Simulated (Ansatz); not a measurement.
Program: Ansatz. Geometries: PBE0-D4/def2-TZVP. ΔE: electronic, gas phase. CCSD(T)/CBS is the MP2 limit (def2-TZVPP, def2-QZVPP) plus CCSD(T) − MP2 in def2-TZVPP, frozen cores. This one scheme is used for every species. DFT in def2-TZVPP. B3LYP here is the variant with VWN-RPA as its local correlation; programs differ in this. Each species was taken in one conformer, which may not be the lowest.

Reaction (formal exchange of groups at a C–Si bond): `CO[SiH2]C#N` + `F[SiH2]Cl` → `N#C[SiH](F)Cl` + `CO[SiH3]`

Q: Is it downhill or uphill in electronic energy at CCSD(T)/CBS, and by how much? (Estimate.)

A: The calculation gave: Uphill: ΔE = +4.5 kcal/mol.

Q: What do these levels give: revPBE-D4, B97M-V, PBE0-D4, ωB97M-V, PBE0, B3LYP, LC-ωPBE, RPA@PBE/def2-TZVPP, CCSD(T)/def2-SVP, HF/def2-TZVPP, CCSD(T)/def2-TZVPP, CCSD/CBS(def2)? (Estimate.)

A: Ansatz gave: revPBE-D4 3.4, B97M-V 3.2, PBE0-D4 4.2, ωB97M-V 4.4, PBE0 4.3, B3LYP 4.4, LC-ωPBE 4.5, RPA@PBE/def2-TZVPP 4.0, CCSD(T)/def2-SVP 3.4, HF/def2-TZVPP 5.3, CCSD(T)/def2-TZVPP 4.2, CCSD/CBS(def2) 4.6 kcal/mol.

Largest T1 diagnostic among the species: 0.012.

At CCSD(T), def2-SVP lies −1.1 kcal/mol from the extrapolated value and def2-TZVPP −0.3 kcal/mol. Leaving LDA and LC-ωPBE aside and taking each functional with its dispersion term where it has one, the values, not all of them listed here, spread over 1.5 kcal/mol, from B97M-V to BHLYP-D4.
